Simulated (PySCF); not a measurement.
Computed magnetic data of one metal complex (SC-NEVPT2 in the d shell, PySCF, with spin-orbit coupling):

| T / K | χT / cm³ K mol⁻¹ | μeff / μB |
| --- | --- | --- |
| 2 | 0.336 | 1.64 |
| 5 | 0.336 | 1.64 |
| 10 | 0.336 | 1.64 |
| 20 | 0.337 | 1.64 |
| 30 | 0.337 | 1.64 |
| 50 | 0.338 | 1.64 |
| 75 | 0.338 | 1.64 |
| 100 | 0.339 | 1.65 |
| 150 | 0.340 | 1.65 |
| 200 | 0.342 | 1.65 |
| 250 | 0.343 | 1.66 |
| 300 | 0.344 | 1.66 |

Powder magnetisation at 2 K: 0.15 μB at 0.5 T, 0.29 μB at 1 T, 0.53 μB at 2 T, 0.70 μB at 3 T, 0.87 μB at 5 T, 0.93 μB at 7 T.

Q: Which of these complexes, all computed at model or optimised geometries, gave the data?
A. [Cu(NH3)6]2+ (d9, octahedral)
B. VBr4 (d1, tetrahedral)
C. [MoOF5]2- (d1, octahedral)
D. [Cu(H2O)5]2+ (d9, square pyramidal)

A: C. [MoOF5]2- (d1, octahedral) has NEVPT2: 2S+1 = 2, 1.66 μB at 300 K, 1.64 μB at 10 K, 0.93 μB at 7 T. The others: [Cu(NH3)6]2+ (d9, octahedral) has NEVPT2: 2S+1 = 2, 2.02 μB at 300 K, 1.96 μB at 10 K, 1.09 μB at 7 T; [Cu(H2O)5]2+ (d9, square pyramidal) has NEVPT2: 2S+1 = 2, 2.01 μB at 300 K, 1.96 μB at 10 K, 1.12 μB at 7 T; VBr4 (d1, tetrahedral) has NEVPT2: 2S+1 = 2, 1.75 μB at 300 K, 1.70 μB at 10 K, 0.96 μB at 7 T.

The d shell alone is too small an active space for [MoOF5]2- (an active orbital has only 0.52 squared overlap with the free ion's shell): its levels, fitted parameters, g values and moments show what this model gives and aren't sound predictions.

The d shell alone is too small an active space for VBr4 (charge transfer from the heavy halide to so highly charged an ion is left out): its levels, fitted parameters, g values and moments show what this model gives and aren't sound predictions.
